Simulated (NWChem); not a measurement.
System: SeIF; SMILES F[Se]I

NWChem input:

```
start job
memory heap 200 mb stack 900 mb global 1100 mb
geometry units angstroms noautoz
  Se    -0.381545     1.299769     0.000000
  F      1.290960     1.935855     0.000000
  I      0.025968    -1.198765     0.000000
end
basis spherical
  Se library def2-svp
  F library def2-svp
  I library def2-svp
end
ecp
  I library def2-ecp
end
dft
  xc m06-2x
  iterations 150
  mulliken
end
task dft gradient
```

NWChem printed, in part:

```
             Northwest Computational Chemistry Package (NWChem) 7.3.0
             --------------------------------------------------------

 CS  symmetry detected

                             Geometry "geometry" -> ""
                             -------------------------

 Output coordinates in angstroms (scale by  1.889725989 to convert to a.u.)

  No.       Tag          Charge          X              Y              Z
 ---- ---------------- ---------- -------------- -------------- --------------
    1 Se                  34.0000    -0.39814508     1.31492105     0.00000000
    2 F                    9.0000     1.26632846     1.97173627     0.00000000
    3 I                   53.0000     0.04037692    -1.17835740     0.00000000

 Effective nuclear repulsion energy (a.u.)     541.8459275616

      Symmetry information
      --------------------

 Group name             Cs
 Group number              2
 Group order               2
 No. of unique centers     3

                                 NWChem DFT Module
                                 -----------------

 Summary of "ao basis" -> "ao basis" (spherical)
 ------------------------------------------------------------------------------
       Tag                 Description            Shells   Functions and Types
 ---------------- ------------------------------  ------  ---------------------
 Se                         def2-svp                12       32   5s4p3d
 F                          def2-svp                 6       14   3s2p1d
 I                          def2-svp                10       26   4s4p2d

      Symmetry analysis of basis
      --------------------------

        a'         50
        a"         22

            General Information
            -------------------
          SCF calculation type: DFT
          Wavefunction type:  closed shell.
          No. of atoms     :     3
          No. of electrons :    68
           Alpha electrons :    34
            Beta electrons :    34
          Charge           :     0
          Spin multiplicity:     1
          Use of symmetry is: on ; symmetry adaption is: on
          Maximum number of iterations: 150
          AO basis - number of functions:    72
                     number of shells:    28
          Convergence on energy requested:  1.00D-06
          Convergence on density requested:  1.00D-05
          Convergence on gradient requested:  5.00D-04

              XC Information
              --------------
                       M06-2X Method XC Functional
                     Hartree-Fock (Exact) Exchange  0.540
                        M06-2X Exchange Functional  1.000
                      M06-2X Correlation Potential  1.000

             Grid Information
             ----------------
          Grid used for XC integration:  medium
          Radial quadrature: Mura-Knowles
          Angular quadrature: Lebedev.
          Tag              B.-S. Rad. Rad. Pts. Rad. Cut. Ang. Pts.
          ---              ---------- --------- --------- ---------
          Se                  1.15      112           8.0       590
          F                   0.50       49          10.0       434
          I                   1.40      123           8.0       590
          Grid pruning is: on
          Number of quadrature shells:   284
          Spatial weights used:  Erf1

      Superposition of Atomic Density Guess
      -------------------------------------

 Sum of atomic energies:       -2845.93141648

      Non-variational initial energy
      ------------------------------

 Total energy =   -2795.526755
 1-e energy   =   -4606.017561
 2-e energy   =    1507.094911
 HOMO         =      -0.221886
 LUMO         =      -0.069697

      Symmetry analysis of molecular orbitals - initial
      -------------------------------------------------

  Numbering of irreducible representations:

     1 a'          2 a"

  Orbital symmetries:

     1 a'          2 a'          3 a'          4 a'          5 a"
     6 a'          7 a'          8 a'          9 a'         10 a'
    11 a"         12 a'         13 a'         14 a"         15 a'
    16 a'         17 a"         18 a'         19 a"         20 a'
    21 a'         22 a"         23 a'         24 a"         25 a'
    26 a'         27 a'         28 a'         29 a"         30 a'
    31 a'         32 a"         33 a'         34 a"         35 a'
    36 a'         37 a'         38 a'         39 a'         40 a"
    41 a'         42 a"         43 a'         44 a"

     ---------------------------------------------
      Total Density - Mulliken Population Analysis
     ---------------------------------------------

    Atom       Charge   Shell Charges
 -----------   ------   -------------------------------------------------------
    1 Se  34    33.31   2.00  2.00  2.00  1.36  0.55  6.00  5.98  1.44  1.90  8.21  1.75  0.12
    2 F    9     9.58   1.99  1.14  0.81  3.45  2.18  0.00
    3 I   25    25.10   1.83  0.22  1.24  0.67  2.93  3.12  2.51  2.56  9.83  0.20

[...]

                         DFT ENERGY GRADIENTS

    atom               coordinates                        gradient
                 x          y          z           x          y          z
   1 Se     -0.752385   2.484840   0.000000   -0.015550  -0.001687   0.000000
   2 F       2.393014   3.726041   0.000000    0.016097   0.009099   0.000000
   3 I       0.076301  -2.226773   0.000000   -0.000547  -0.007412   0.000000
```

Level: M06-2X/def2-SVP with def2 effective core potentials on I. Structure relaxed at the PBE-D3(BJ)/def2-SVP level. def2 effective core potentials on I; no spin-orbit coupling.
